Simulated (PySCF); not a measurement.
Isomers of C9H6N2, mass 142.053 u with the commonest isotopes. Method: PySCF 2.14.0, PBE0-D3(BJ)/def2-SVP geometry optimisation, gas phase. One conformer each, none proved a minimum here; rigid rotors.

Task: Order these by rotational constant B, smallest first.
A. `[N:1]#[C:2][CH2:3][C:4]1=[CH:5][C@H:6]2[C@@H:7]3[C@H:8]2[C@:9]13[C:10]#[N:11]` with C2–C3–C4–C5 0°
B. `[C-:1]#[N+:2][CH:3]=[C:4]=[C:5]=[CH:6][n:7]1[cH:8][cH:9][cH:10][cH:11]1` with C5–C6–N7–C8 0°
C. `C#Cc1cn2ccccc2n1`

Result: B (388.5 MHz), C (722.6 MHz), A (900.5 MHz).

Task: Order these by rotational constant A, smallest first.
A. `[C-:1]#[N+:2][CH:3]=[C:4]=[C:5]=[CH:6][n:7]1[cH:8][cH:9][cH:10][cH:11]1` with C5–C6–N7–C8 0°
B. `C#Cc1cn2ccccc2n1`
C. `[N:1]#[C:2][CH2:3][C:4]1=[CH:5][C@H:6]2[C@@H:7]3[C@H:8]2[C@:9]13[C:10]#[N:11]` with C2–C3–C4–C5 0°

Result: C (1884 MHz), B (4000 MHz), A (5773 MHz).

Task: Order these by rotational constant C, smallest first.
A. `[N:1]#[C:2][CH2:3][C:4]1=[CH:5][C@H:6]2[C@@H:7]3[C@H:8]2[C@:9]13[C:10]#[N:11]` with C2–C3–C4–C5 0°
B. `C#Cc1cn2ccccc2n1`
C. `[C-:1]#[N+:2][CH:3]=[C:4]=[C:5]=[CH:6][n:7]1[cH:8][cH:9][cH:10][cH:11]1` with C5–C6–N7–C8 0°

Result: C (364.0 MHz), B (612.1 MHz), A (637.8 MHz).

```tsv
SMILES	point group	Ia (u·Å²)	Ib (u·Å²)	Ic (u·Å²)	κ	μa (D)	μb (D)	μc (D)
N#CCC1=C[C@H]2[C@@H]3[C@H]2[C@]13C#N	Cs	268.19	561.19	792.32	-0.58	3.06	2.90	0.02
[C-]#[N+]C=C=C=Cn1cccc1	Cs	87.54	1300.68	1388.22	-0.99	4.40	0.68	0.00
C#Cc1cn2ccccc2n1	Cs	126.34	699.37	825.71	-0.93	2.60	2.72	0.01
```
